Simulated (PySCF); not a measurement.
Assignment exercise: C6H8O2

Structure with atom numbers: `[O:1]=[C:2]1[CH:3]=[CH:4][C@H:5]([OH:6])[CH2:7][CH2:8]1`. Each H is labelled by its parent atom. Ha(C7), Ha(C8) are cis to O6 on the ring; Hb(C7), Hb(C8) are trans to O6 on the ring.

PySCF 2.14 calculation with geometry from GFN2-xTB and σ from GIAO-PBE0/pcSseg-1; no relativistic terms, gas phase, a single conformation.

References, each an isolated molecule treated in the same way: TMS for 13C and 1H.

Task: Assign these signals to the numbered atoms. 13C{1H} NMR (computed): δ 200.1, 162.8, 134.6, 73.3, 39.2, 39.1.

Result: 
200.1 → C2, ketone carbonyl carbon: the double bond to the heteroatom, with no lone-pair donor beside it, deshields it most
162.8 → C4, β carbon of a C=C–C=O unit: conjugation with the carbonyl draws π density from the β position
134.6 → C3, α carbon of a C=C–C=O unit: as expected for a trigonal carbon in a double bond
73.3 → C5, allylic sp3 CH bonded to O: deshielded by the electronegative neighbour
39.2 → C8, sp3 CH2 α to a carbonyl: α to the electron-withdrawing carbonyl group
39.1 → C7, sp3 CH2 in a ring: saturated and bonded to C and H only

C8 and C7 lie closer than the usual error of such a calculation, so a measured spectrum could show them in the other order.

Task: Assign these signals to the numbered atoms. 1H NMR (400 MHz, computed): δ 7.49 (m, 1H), 6.10 (d, 1H), 4.95 (m, 1H), 2.46 (m, 1H), 2.25 (m, 1H), 2.02 (m, 1H), 1.94 (m, 1H), 0.80 (br s, 1H).

Result: 
7.49 → H(C4), hydrogen on a β carbon of a C=C–C=O unit: olefinic region
6.10 → H(C3), hydrogen on an α carbon of a C=C–C=O unit: a vinylic proton, deshielded by the sp2 carbon and the C=C anisotropy
4.95 → H(C5), hydrogen on an allylic sp3 CH bonded to O: its carbon carries O, an electronegative neighbour
2.46 → Ha(C8), hydrogen on an sp3 CH2 α to a carbonyl: α to C=O
2.25 → Hb(C8), hydrogen on an sp3 CH2 α to a carbonyl
2.02 → Ha(C7), hydrogen on an sp3 CH2 in a ring
1.94 → Hb(C7), hydrogen on an sp3 CH2 in a ring
0.80 → H(O6), hydrogen on an alcohol oxygen: exchangeable, gas-phase position

Ha(C7) and Hb(C7) lie closer than the usual error of such a calculation, so a measured spectrum could show them in the other order.

The OH or NH signal is concentration- and solvent-dependent in practice; the value given is the gas-phase one. Shifts are as computed. Against solution values, carbons near 30 ppm lie about +3 ppm off and those near 130 ppm about +5 ppm. Of 1211 compounds with measured shifts, 218 miss one by over three times the rms of a fit or turn the order of signals round; such compounds aren't used in these exercises. Multiplicities follow the n + 1 count of equivalent neighbours, as no J values were calculated; m marks all less simple cases, F and P coupling included.
